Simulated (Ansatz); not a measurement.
Ansatz (an electronic-structure program) input (MP2/6-31G*):

Ansatz 0.2 input:
```yaml
crystal:
  periodic: [false, false, false]
  atoms:
    - {symbol: Li, position_ang: [-0.00000000, -0.00000000, -0.42399700]}
    - {symbol: H, position_ang: [0.00000000, 0.00000000, 1.27199000]}
basis:
  gaussian:
    orbitals: 6-31G*
total_charge: -1
magnetization: {spin_polarized: true, initial_magnetization: 1}
correlation: {method: mp2, electrons: outside_noble_gas}
relax: {f_tol: 0.003, max_steps: 120}
```

Output:

```
Functional definition: HF
these checks for a lower state are left out or cut short: cluster_reference
integrals: 0.00 GiB planned
193 factors; integrals over basis functions are off by at most 3.0e-4 eV
mean field: 0.04 GiB planned
mean field evaluation 1: about -216.4308 eV, gradient 3.4e0 eV
mean field evaluation 2: about -216.4324 eV, gradient 3.4e0 eV
mean field evaluation 4: about -216.9877 eV, gradient 9.8e-1 eV
mean field evaluation 8: about -217.0628 eV, gradient 4.3e-2 eV
mean field evaluation 16: about -216.3009 eV, gradient 2.2e0 eV
mean field -217.06285101 eV, -7.9769126440 hartree, gradient 1.9e-6 eV, S^2 0.750583; 2 other end points of the search recorded, 0 dependent functions left out
1 core orbitals not correlated
reference -217.06285101 eV, -7.9769126440 hartree; 2, 1 occupied and 14, 15 virtual orbitals, 193 factors
densities: 0.04 GiB planned
second order -0.41735698 eV of doubles, -0.00000000 eV of singles
the calculation of the forces begins
relax step   1: F+E_penalty+E_count = -217.48020798 eV  Δ(F+E_penalty+E_count) = +0.000e0 eV  max|allowed force component| = 2.957e-1 eV/Å  Δτ_max = 0.0000 Å  (46 SCF iters, accepted)
these checks for a lower state are left out or cut short: starts, cluster_reference, orbital_swaps, neighbouring_geometries, increment
integrals: 0.00 GiB planned
193 factors; integrals over basis functions are off by at most 2.8e-4 eV
mean field: 0.04 GiB planned
mean field -217.07356974 eV, -7.9773065503 hartree, gradient 1.4e-6 eV, S^2 0.750661; 0 other end points of the search recorded, 0 dependent functions left out
1 core orbitals not correlated
reference -217.07356974 eV, -7.9773065503 hartree; 2, 1 occupied and 14, 15 virtual orbitals, 193 factors
densities: 0.04 GiB planned
second order -0.41592760 eV of doubles, -0.00000000 eV of singles
the calculation of the forces begins
relax step   2: F+E_penalty+E_count = -217.48949734 eV  Δ(F+E_penalty+E_count) = -9.289e-3 eV  max|allowed force component| = 1.071e-2 eV/Å  Δτ_max = 0.0339 Å  (27 SCF iters, accepted)
these checks for a lower state are left out or cut short: starts, cluster_reference, orbital_swaps, neighbouring_geometries, increment
integrals: 0.00 GiB planned
193 factors; integrals over basis functions are off by at most 2.8e-4 eV
mean field: 0.04 GiB planned
mean field evaluation 32: about -217.0723 eV, gradient 1.8e-2 eV
mean field -217.07352385 eV, -7.9773048637 hartree, gradient 7.0e-7 eV, S^2 0.750658; 0 other end points of the search recorded, 0 dependent functions left out
1 core orbitals not correlated
reference -217.07352385 eV, -7.9773048637 hartree; 2, 1 occupied and 14, 15 virtual orbitals, 193 factors
densities: 0.04 GiB planned
second order -0.41598755 eV of doubles, -0.00000000 eV of singles
the calculation of the forces begins
relax step   3: F+E_penalty+E_count = -217.48951140 eV  Δ(F+E_penalty+E_count) = -1.406e-5 eV  max|allowed force component| = 7.837e-4 eV/Å  Δτ_max = 0.0014 Å  (22 SCF iters, accepted)
these checks for a lower state are left out or cut short: cluster_reference
integrals: 0.00 GiB planned
193 factors; integrals over basis functions are off by at most 2.8e-4 eV
mean field: 0.04 GiB planned
mean field -217.07352385 eV, -7.9773048637 hartree, gradient 7.0e-7 eV, S^2 0.750658; 3 other end points of the search recorded, 0 dependent functions left out
1 core orbitals not correlated
reference -217.07352385 eV, -7.9773048637 hartree; 2, 1 occupied and 14, 15 virtual orbitals, 193 factors
densities: 0.04 GiB planned
second order -0.41598755 eV of doubles, -0.00000000 eV of singles
the calculation of the forces begins
mean field evaluation 64: about -217.0735 eV, gradient 7.0e-7 eV
Total energy: -217.48951140 eV, -7.9925921243 hartree
Atom 0 at     0.000000    -0.000000    -0.456486 Å, force     0.000000    -0.000000    -0.000784 eV/Å
Atom 1 at    -0.000000     0.000000     1.304479 Å, force    -0.000000    -0.000000     0.000784 eV/Å
Dipole moment:    -0.000000     0.000000     0.377234 e Å
Checks for a lower state left out: cluster_reference
```

The dipole moment of an ion depends on the origin.

The geometry given is a B3LYP-D3(BJ)/def2-TZVP minimum.
